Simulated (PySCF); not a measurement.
Gas-phase reaction: GeH2Cl2 = GeCl2 + H2, at 1600 K and a standard pressure of 1 bar. Level: PBE/def2-TZVP†.

Computed with PySCF and rigid-rotor harmonic-oscillator thermochemistry at 1 bar. † marks an energy on the PBE0/def2-TZVP geometry and frequencies. All species are closed-shell singlets. Ge: all electrons, no relativistic terms. The harmonic model lacks anharmonicity and excited electronic states, which grow with temperature; levels with a mode under 35 cm⁻¹ are left out.

| species | E (Ha) | H(1600 K) − E (kJ/mol) | S°(1600 K) (J/mol/K) |
|---|---|---|---|
| GeH2Cl2 | -2998.01782 | 183.2 | 447.7 |
| GeCl2 | -2996.83633 | 93.4 | 390.8 |
| H2 | -1.16600 | 74.0 | 180.1 |
E: electronic energy; H − E holds the zero-point and thermal terms. 1 Ha = 2625.5 kJ/mol.

Task: Work out ΔH°, ΔS°, ΔG° and log10 K from these numbers.

Result: 1. ΔE = 1×(-2996.83633) + 1×(-1.16600) − 1×(-2998.01782) = 0.01549 Ha = 40.7 kJ.
2. Δ(H − E) = 1×(93.4) + 1×(74.0) − 1×(183.2) = -15.8 kJ, so ΔH° = 24.9 kJ.
3. ΔS° = 1×(390.8) + 1×(180.1) − 1×(447.7) = 123.2 J/K; the number of gas molecules changes by +1.
4. ΔG° = ΔH° − TΔS° = 24.9 − 1600×(123.2)/1000 = -172.2 kJ.
5. log10 K = −ΔG°/(RT ln 10) = 5.62, with RT ln 10 = 30.63 kJ/mol; at standard pressures the products are favoured.
6. A shift of 10 kJ in ΔE would move log10 K by 0.33 here.
7. Lowering the total pressure from 1 bar to 0.01 bar multiplies the mole-fraction quotient K_x = K (p/p°)^(−Δn) by 10^2, which pushes the balance towards the products.
For scale, ΔH°(298 K) is 31 kJ at this level, 48 kJ at ωB97M-V/def2-TZVP†, and runs from -32 to 81 kJ over the 20 levels computed.
